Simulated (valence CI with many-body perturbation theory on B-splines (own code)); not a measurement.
## Os⁶⁹⁺: key properties

Method: configuration interaction combined with many-body perturbation theory (CI+MBPT): five valence electrons over a frozen Dirac-Fock core [He], a basis of 9 s, 9 p, 8 d, 6 f, 3 g, 1 h functions for each j, with the one-electron correlation potential Σ1 (screened to all orders), the two-electron term Σ2, the three-electron term Σ3, Breit, model QED; selected single and double excitations, second order for the rest (own B-spline code, finite nucleus).

No measured spectrum was set against this ion. As an estimate, large intervals hold to a few tenths of a per cent, small ones and those within an open d or f shell to about a per cent. Among the levels kept, up to 1200 cm⁻¹ of a level comes from second order outside the variational space, and about a tenth of that is noise between levels of different J, which matters for small intervals.

Levels are named by their leading jj configuration (3d3/2^4 stands for four electrons in 3d with j = 3/2), which in mixed levels can hold well under half, so a name can repeat and another be missing.

Rates and lifetimes use the calculated energies. Strong lines usually hold to 10 to 20 %, long lifetimes can be off by a factor of two.

(1) What is the ground level?

(2) Where does the other parity begin?

(3) Name the longest-lived excited levels whose lifetime is computed, and their main decay.

(4) How well does LS coupling describe the low levels?

(5) Among levels below 12040 eV, which E1 lines absorb most strongly from the ground level?

## Answers

(1) (2s^2 2p1/2^2 2p3/2) J=3/2, composition 49 % 2s2 2p3 2P° + 27 % 2s2 2p3 2D° + 24 % 2s2 2p3 4S°, g = 1.309.

(2) At (2s 2p1/2^2 2p3/2^2) J=5/2, 1934 eV.

(3) (2s^2 2p1/2 2p3/2^2) J=5/2 at 1596 eV lives 161 ps, mostly by M1 to (2s^2 2p1/2^2 2p3/2) J=3/2; (2s^2 2p1/2 2p3/2^2) J=1/2 at 1651 eV lives 50.2 ps, mostly by M1 to (2s^2 2p1/2^2 2p3/2) J=3/2; (2s^2 2p1/2 2p3/2^2) J=3/2 at 1572 eV lives 27.8 ps, mostly by M1 to (2s^2 2p1/2^2 2p3/2) J=3/2.

(4) Among the lowest 20 levels the leading LS term, summed over configurations, holds 63 % on average. For single configurations the figures are 63 % in LS and 100 % in jj coupling. Terms mix most in the J = 3/2 level at 9884 eV, where the leading one holds 35 %.

(5) to (2s^2 2p1/2^2 3d5/2) J=5/2 at 0.1226 nm, f = 0.549; to (2s^2 2p1/2 2p3/2 3d3/2) J=5/2 at 0.1068 nm, f = 0.507; to (2s^2 2p1/2 2p3/2 3d3/2) J=3/2 at 0.1068 nm, f = 0.302.
